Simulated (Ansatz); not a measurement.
`CC[SiH2]C#N` → `N#C[SiH3]` + ethylene  (β-hydride elimination)

Isolated molecules relaxed with PBE0-D4/def2-TZVP in Ansatz; ΔE leaves out vibrations. CCSD(T)/CBS adds triple-zeta CCSD(T) − MP2 to the extrapolated MP2 energy (def2 sets, frozen cores). This one scheme is used for every species. Functionals use def2-TZVPP. B3LYP here is the variant with VWN-RPA as its local correlation; programs differ in this. One conformer a species, not always the lowest.

Problem. Is it downhill or uphill in electronic energy at CCSD(T)/CBS, and by how much? (An estimate is asked.)

Solution. The calculation gave: Uphill: ΔE = +34.9 kcal/mol.

Problem. What do these levels give: CAM-B3LYP-D4, ωB97X-V, ωB97M-V, B3LYP, HF/def2-TZVPP, SCS-MP2/def2-TZVPP? (An estimate is asked.)

Solution. Ansatz gave: CAM-B3LYP-D4 35.3, ωB97X-V 37.6, ωB97M-V 36.3, B3LYP 29.8, HF/def2-TZVPP 27.6, SCS-MP2/def2-TZVPP 34.1 kcal/mol.

Largest T1 diagnostic among the species: 0.013.

From PBE to PBE0 (25 % exact exchange), in def2-TZVPP and without D4, ΔE moves by +2.7 kcal/mol. Leaving LDA and LC-ωPBE aside and taking each functional with its dispersion term where it has one, the values, not all of them listed here, spread over 8.8 kcal/mol, from BLYP-D4 to PBE-QIDH. LDA lies +9.9 kcal/mol from PBE without D4. In def2-TZVPP, CCSD(T) changes the Hartree–Fock value by +6.6 kcal/mol (the triples alone add +0.3 kcal/mol) and MP2 by +9.8 kcal/mol.
